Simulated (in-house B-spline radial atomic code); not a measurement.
**Ionising P with different functionals**

Computed with a radial B-spline atomic code at the basis-set limit: four-component Dirac-Coulomb Hamiltonian, Fermi nucleus of rms radius 3.1889 fm, spin-restricted, spherical fractional occupations for the functionals. The ionisation energy is the difference of two self-consistent energies, [Ne] 3s2 3p3 → [Ne] 3s2 3p2, without Breit or QED terms; ε is the level of the shell that loses the electron (mean over j). The electron is taken from both j subshells in proportion to 2j + 1, so the result is a j average, not the step between ground levels.

Hybrids are left out here: with spherical fractional occupations of an open shell their exact exchange keeps a self-interaction that integer-occupation calculations don't have.

```json
{"method": "LDA VWN5", "rung": "LDA", "ΔSCF (eV)": "9.82", "-ε(3p) (eV)": "5.60"}
{"method": "relativistic LDA", "rung": "LDA", "ΔSCF (eV)": "9.82", "-ε(3p) (eV)": "5.60"}
{"method": "LDA PW92", "rung": "LDA", "ΔSCF (eV)": "9.81", "-ε(3p) (eV)": "5.60"}
{"method": "LDA exchange-only", "rung": "LDA", "ΔSCF (eV)": "8.66", "-ε(3p) (eV)": "4.53"}
{"method": "PBE", "rung": "GGA", "ΔSCF (eV)": "9.73", "-ε(3p) (eV)": "5.51"}
{"method": "PBEsol", "rung": "GGA", "ΔSCF (eV)": "9.70", "-ε(3p) (eV)": "5.48"}
{"method": "BLYP", "rung": "GGA", "ΔSCF (eV)": "9.58", "-ε(3p) (eV)": "5.36"}
{"method": "RPBE", "rung": "GGA", "ΔSCF (eV)": "9.72", "-ε(3p) (eV)": "5.49"}
{"method": "PW91", "rung": "GGA", "ΔSCF (eV)": "9.78", "-ε(3p) (eV)": "5.55"}
{"method": "BP86", "rung": "GGA", "ΔSCF (eV)": "9.83", "-ε(3p) (eV)": "5.60"}
{"method": "AM05", "rung": "GGA", "ΔSCF (eV)": "?", "-ε(3p) (eV)": "?"}
{"method": "OLYP", "rung": "GGA", "ΔSCF (eV)": "?", "-ε(3p) (eV)": "?"}
```

Q: What does AM05 give?

A: ΔSCF 9.68 eV, and -ε(3p) = 5.45 eV.

Q: What does OLYP give?

A: ΔSCF 9.62 eV, and -ε(3p) = 5.38 eV.

Q: How do they compare with the NIST value?

A: NIST lists 10.487 eV (measured, ground level to ground level). Errors run from -1.83 to -0.66 eV. The correlated functionals all miss on the same side by more than they spread, so the cause is common to them (Breit-QED terms, spin polarisation, the choice among j levels, multiplet and fine-structure energies, or a listed next ion that isn't the cheapest removal here) and closeness doesn't rank the functionals.
